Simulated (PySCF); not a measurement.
Species: C5H11O2 (doublet state).
Z-matrix (Å and degrees, GFN2-xTB geometry), rows numbered from 1:
```
C 
O   1  1.3666
C   2  1.4023  1  115.51
O   3  1.3840  2  114.61  1   -64.57
C   4  1.4282  3  116.39  2   -77.73
C   5  1.5247  4  106.31  3  -163.13
C   5  1.5276  4  112.32  3    74.91
H   1  1.0739  2  118.84  3    12.91
H   1  1.0714  2  113.66  3   167.58
H   3  1.1010  2  109.94  1    54.00
H   3  1.1015  2  105.14  1   172.47
H   5  1.1034  4  108.11  3   -45.56
H   6  1.0865  5  110.00  4    56.36
H   6  1.0861  5  110.10  4   176.80
H   6  1.0865  5  109.66  4   -62.97
H   7  1.0876  5  109.78  4    57.58
H   7  1.0871  5  110.74  4   -62.43
H   7  1.0869  5  109.69  4   177.41
```

The hyperfine couplings belong to this conformer and change with its torsions.

Identity: `[CH2]OCOC(C)C` [radical].

Method used: PySCF, UKS B3LYP, pcH-1 on C H O, non-relativistic, mean-field spin-orbit, GIAO. The structure is a single GFN2-xTB conformer in the gas phase; no vibrational or solvent corrections. A GFN2-xTB geometry isn't a minimum of the functional, and hyperfine couplings can be far from their values at a DFT geometry. No stability test was run, so a lower SCF solution isn't excluded.

Problem. What is the g tensor, term by term?

Solution. 
```csv
Δg (ppm),1,2,3
relativistic mass correction,-184,-184,-184
gauge correction,-2,19,16
orbital Zeeman/spin–orbit,80,1318,2145
total,-106,1154,1977
```

So g = 2.00221, 2.00347, 2.00430 and g_iso = 2.00333; the tensor is rhombic: the two nearest values differ by 40 % of g3 − g1. Axes: g2 points within 12° of the C1–O2 bond and g3 points within 15° of the O2–C3 bond.

Problem. What are the electron Larmor frequencies g μB B/h along the three axes at 1200 mT?

Solution. 33.6282, 33.6493, 33.6631 GHz for g1, g2 and g3, a range of 35.0 MHz.

Problem. What effective moment and Curie constant follow for a powder?

Solution. With the mean of g² = 4.0133 and S(S+1) = 0.75: μ_eff = √(⟨g²⟩S(S+1)) = 1.735 μB and χT = 0.12505·⟨g²⟩·S(S+1) = 0.376 cm³ K/mol (cgs; spin-Hamiltonian part alone).

Problem. At 33.99 GHz, how far is the centre of the isotropic spectrum from where a free electron (g = 2.002319) resonates?

Solution. B = hν/(g μB) with μB/h = 13.99624 MHz/mT gives 1212.85 mT for the free electron and 1212.24 mT at g_iso, 0.61 mT lower.

Problem. In a frozen sample, at which fields do the three g values resonate at 9.5, 34, 94 and 263 GHz (hyperfine left aside), and which band first spreads them over more than twice a line width of 0.5 mT?

Solution. 
```
band    GHz  B(g3) mT  B(g2) mT  B(g1) mT  spread mT
   X    9.5    338.65    338.79    339.00       0.35
   Q   34.0   1212.01   1212.51   1213.27       1.26
   W   94.0   3350.85   3352.22   3354.33       3.49
   J  263.0   9375.24   9379.09   9384.99       9.75
```

The spread grows in proportion to the frequency. Q band is the first where it exceeds 1.0 mT.

Largest spin populations (Mulliken): C1 (+0.95) and O2 (+0.11). C1 is the only atom above +0.15. The angles at C1 add up to 354.6°, so it is nearly planar; its axial dipolar tensor and the negative couplings of its protons fit spin in a p orbital normal to that plane.

The HOMO–LUMO gaps are 6.19 eV among the α and 6.70 eV among the β orbitals.
